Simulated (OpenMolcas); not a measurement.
Os VII: effect of the basis set

| Property | Result |
| --- | --- |
| Program | OpenMolcas |
| Method | CASSCF |
| Active space | 2 electrons in 10 orbitals (5d 6d) |
| State averaging | 2S+1 = 3 even, 10 roots; 2S+1 = 1 even, 15 roots |
| Spin-orbit coupling | RASSI with atomic mean-field integrals over the reference wave functions, term energies averaged over their components |

A. ANO-R2 [8s6p5d3f1g], X2C, finite nucleus; cost roughly 14 core-seconds
B. ANO-RCC-VTZP [8s7p5d3f2g1h], DKH2, point nucleus; cost roughly 18 core-seconds
C. ANO-RCC-VQZP [9s8p6d4f3g2h], DKH2, point nucleus; cost roughly 23 core-seconds

Energies in cm-1 above 5d2 3F2, the measured ground level; measured values from van het Hof, Joshi, Wyart and Sugar, J. Res. Natl. Inst. Stand. Technol. 100, 687 (1995).

| Level | A | B | C | Measured |
| --- | --- | --- | --- | --- |
| 5d2 3F2 | 0.0 | 0.0 | 0.0 | 0.0 |
| 5d2 3F3 | 10209 | 10337 | 9806 | 10308 |
| 5d2 3P0 | 18160 | 18027 | 18216 | 15837 |
| 5d2 3F4 | 18416 | 18569 | 17819 |  |
| 5d2 3P1 | 24187 | 24175 | 23927 | 22098 |
| 5d2 1G4 | 33520 | 33534 | 33079 | 31274 |
| 5d2 3P2 [56 %] | 35442 | 35553 | 34785 | 33127 |
| 5d2 1S0 | 63358 | 63135 | 63181 | 57710 |

Deviations, from unrounded energies. A percentage is the sum of absolute deviations over the sum of measured energies, with the sign that they share, or ± where signs differ.

```tsv
Against measurement	Levels	A	B	C
mean absolute deviation (cm-1)	6	2500	2400	2300
fine structure of the ground term (%)	1	-1.0	+0.3	-4.9
other terms of the ground configuration (%)	5	+9.1	+9.0	+8.2
```

C lies closest to measurement on these levels and A furthest from it. The largest miss of C in the table is 5d2 1S0, by +5500 cm-1. The ranking rests on the paired levels alone, and a cruder setting can come out closer through cancelling errors.

Among A to C the level of the table that moves most is 5d2 3P2 [56 %], by 770 cm-1 (lowest in C, highest in B).

Without dynamic correlation excited terms often stand tens of per cent too high (terms of higher spin than the ground term too low), and those without a measured partner can miss by more than the paired ones. Active for correlation alone: 6d; no level in the range computed is led by a configuration that fills it, so any true level of that kind is missing. Measured partners are found by configuration, term and J. A level has none where our copy of the source lacks it or the pairing is in doubt (some pairs that miss far off the trend of their configuration count as doubtful), and it then counts in no deviation. Levels of configurations outside the active space are missing. Levels that lie high or do not pair safely by name in every column are left out.

A share in square brackets marks a mixed level and gives the weight of the term that names it, the lowest over the columns.
